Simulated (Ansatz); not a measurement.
Born–Oppenheimer molecular dynamics of Cl4H2SSn (8 atoms, charge 0, multiplicity 1). It starts at the highest image of a converged band, a first-order saddle point between two minima.

Theory: RKS PBE0-D4/def2-SVP (Ansatz).

| Item | Value |
| --- | --- |
| ensemble | NVE (velocity Verlet) |
| time step | 0.5 fs |
| steps asked | 200 |
| starting velocities drawn for | 300 K |
| seed | 9372 |

First frame:

```xyz
8
Properties=species:S:1:pos:R:3
Sn -0.373 -0.003 -0.143
Cl -0.159 -1.242 2.193
Cl 1.771 0.829 0.203
Cl -1.037 1.396 -1.917
Cl -0.717 -2.081 -1.136
S -2.346 0.738 1.340
H -3.149 -0.196 0.775
H -1.488 -0.315 2.163
```

Question: How far do the bonds stretch over the last three quarters of this one trajectory? (Pairs bonded in most of those frames.)

Answer: 
| bond | mean (Å) | spread (Å) | shortest | longest |
| --- | --- | --- | --- | --- |
| Sn1–Cl3 | 2.332 | 0.042 | 2.26 | 2.39 |
| Sn1–Cl4 | 2.343 | 0.018 | 2.32 | 2.37 |
| Sn1–Cl5 | 2.335 | 0.021 | 2.31 | 2.37 |
| Sn1–S6 | 2.429 | 0.057 | 2.36 | 2.55 |
| Cl2–H8 | 1.314 | 0.041 | 1.24 | 1.39 |
| S6–H7 | 1.355 | 0.014 | 1.33 | 1.38 |

Mean temperature of the second half: 576 K. The conserved energy stayed within 0.055 meV per atom of its start (net change -0.028 meV per atom), so the integration is sound. The kinetic energy rose, since the run started high on the potential surface and went downhill. It ends in pieces (Cl3HSSn + ClH), so much of that is their flight and rotation, not heat. A run of 0.1 ps of so small a system gives no equilibrium averages. The orbitals stay closed-shell, which can raise the energy where a bond breaks towards radicals; this wasn't checked here.

The run took 8.7 min on 4 threads of Arm Neoverse V2, on a shared host, peak memory 0.41 GiB.
